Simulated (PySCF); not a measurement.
# Cost of excited-state runs on `C1=CB([N+]#[C-])NC=C1`, C5H5BN2

Atom-mapped SMILES (the numbers label the heavy atoms): `[C-:1]#[N+:2][B:3]1[CH:4]=[CH:5][CH:6]=[CH:7][NH:8]1`. Each H is labelled by its parent atom.

PySCF with density fitting, on 1 thread of an Arm Neoverse V1, shared host. Command: `OMP_NUM_THREADS=1 python excited_run.py task.json out`

Problem. How long does each of these runs take, and how much memory?
- first hyperpolarisability, CAM-B3LYP/aug-cc-pVDZ; usual settings
- excited states, CAM-B3LYP/def2-TZVP; Tamm-Dancoff; spin-orbit couplings; 6 states; 5 triplets; quadratic response for 4 states; IEF-PCM chloroform
- excited states, CAM-B3LYP/def2-TZVP; Tamm-Dancoff; spin-orbit couplings; 6 states; 5 triplets; quadratic response for 4 states
- excited states, CAM-B3LYP/aug-cc-pVDZ; two-photon moments; 8 states; quadratic response for 6 states; 0 triplets

Solution. 
| run | level | basis functions | wall time | peak memory (GiB) |
| --- | --- | --- | --- | --- |
| first hyperpolarisability | CAM-B3LYP/aug-cc-pVDZ | 229 | 43 s | 0.86 |
| excited states | CAM-B3LYP/def2-TZVP | 278 | 70 s | 1.1 |
| excited states | CAM-B3LYP/def2-TZVP | 278 | 67 s | 1.1 |
| excited states | CAM-B3LYP/aug-cc-pVDZ | 229 | 62 s | 0.98 |

Times from a shared host are rough.
